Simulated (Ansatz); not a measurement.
Consider the ligand exchange at the Si–Te bond: `O=C[Te][SiH3]` + `[OH][Al]([F])[F]` → `[F][Al]([F])[O][SiH3]` + `O=C[TeH]`.

Program: Ansatz. Geometries: PBE0-D4/def2-TZVP. ΔE: electronic, gas phase. CCSD(T)/CBS is the MP2 limit (def2-TZVPP, def2-QZVPP) plus CCSD(T) − MP2 in def2-TZVPP, frozen cores. Functionals use def2-TZVPP. B3LYP here is the variant with VWN-RPA as its local correlation; programs differ in this. def2 core potentials past Kr. For Te outer-core shells are correlated without core-valence functions, which leaves a few kJ/mol of doubt a bond. Each species was taken in one conformer, which may not be the lowest.

```
             level  ΔE (kJ/mol)  difference from CCSD(T)/CBS
            PBE-D4        -27.4                         17.9
         r2SCAN-D4        -43.8                          1.5
           PBE0-D4        -35.1                         10.2
          B3LYP-D4        -50.9                         -5.6
           ωB97X-V        -50.8                         -5.5
           ωB97M-V        -49.6                         -4.3
            B2PLYP        -53.2                         -7.9
              PBE0        -37.2                          8.1
             B3LYP        -54.9                         -9.6
     HF/def2-TZVPP        -80.4                        -35.1
    MP2/def2-TZVPP        -45.6                         -0.3
SCS-MP2/def2-TZVPP        -55.8                        -10.5
   CCSD/def2-TZVPP        -57.8                        -12.5
SCS-MP2/def2-QZVPP        -52.9                         -7.6
      HF/CBS(def2)        -83.1                        -37.8
    CCSD/CBS(def2)        -51.3                         -6.0
       CCSD(T)/CBS        -45.3                            0
```

Largest T1 diagnostic among the species: 0.016.

From PBE to PBE0 (25 % exact exchange), in def2-TZVPP and without D4, ΔE moves by −7.4 kJ/mol. In def2-TZVPP, CCSD(T) changes the Hartree–Fock value by +28.6 kJ/mol (the triples alone add +5.9 kJ/mol) and MP2 by +34.8 kJ/mol.
